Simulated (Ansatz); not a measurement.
```yaml
crystal:
  periodic: [false, false, false]
  atoms:
    - {symbol: C, position_ang: [-1.733984, 0.908719, 0.914661]}
    - {symbol: C, position_ang: [-0.533547, 0.281331, 0.289699]}
    - {symbol: C, position_ang: [0.701610, 0.128537, 1.116069]}
    - {symbol: O, position_ang: [-0.573299, -0.093844, -0.870777]}
    - {symbol: In, position_ang: [1.166395, -1.117406, -2.101850]}
    - {symbol: H, position_ang: [-1.476513, 1.911099, 1.270054]}
    - {symbol: H, position_ang: [-2.026609, 0.332275, 1.797543]}
    - {symbol: H, position_ang: [0.880580, 0.508827, 2.178827]}
    - {symbol: H, position_ang: [0.580580, 0.508827, 2.128827]}
    - {symbol: H, position_ang: [1.525144, 0.647292, 0.616722]}
    - {symbol: H, position_ang: [0.977949, -0.929546, 1.143285]}
    - {symbol: H, position_ang: [1.349764, -2.456213, -1.004934]}
    - {symbol: H, position_ang: [2.284744, 0.200276, -1.896413]}
    - {symbol: H, position_ang: [0.303476, -1.309941, -3.581232]}
basis:
  gaussian: {orbitals: def2-TZVPP, fitting: {mean_field: def2-universal-jkfit}}
magnetization: {spin_polarized: true, initial_magnetization: 2}
hamiltonian: {xc: {name: B2GP-PLYP}}
```

```sh
$ ansatz run in.yaml --threads 4 --pin off --events-out ev --progress --plain --max-ram 11315MiB
```

It prints (some lines left out):

```
Functional definition: B2GP-PLYP
682 factors; integrals over basis functions are off by at most 1.1e0 eV
mean field evaluation 1: about -10427.4370 eV, gradient 3.4e1 eV
mean field evaluation 2: about -10427.4397 eV, gradient 3.4e1 eV
mean field evaluation 4: about -10432.3635 eV, gradient 6.2e0 eV
mean field evaluation 8: about -10432.5416 eV, gradient 1.0e-1 eV
mean field evaluation 16: about -10432.5422 eV, gradient 1.2e-3 eV
mean field -10432.54222880 eV, -383.3888554775 hartree, gradient 8.5e-6 eV, S^2 2.011426; 2 other end points of the search recorded, 0 dependent functions left out
8 core orbitals not correlated: weight in the atoms' cores, before any rotation towards them, 1.000 or more for the frozen orbitals, at most 0.000 for the correlated occupied ones
reference -10432.54239699 eV, -383.3888616580 hartree; 21, 19 occupied and 271, 273 virtual orbitals, 682 factors
second order -31.84922328 eV of doubles, -0.00000000 eV of singles
Total energy: -10444.00811737 eV, -383.8102191103 hartree
```

(1) Something in this input is off. What?

Results:

(1) One atom was put on top of another. Self-consistency was reached. The result belongs to that input, not to the molecule as meant.
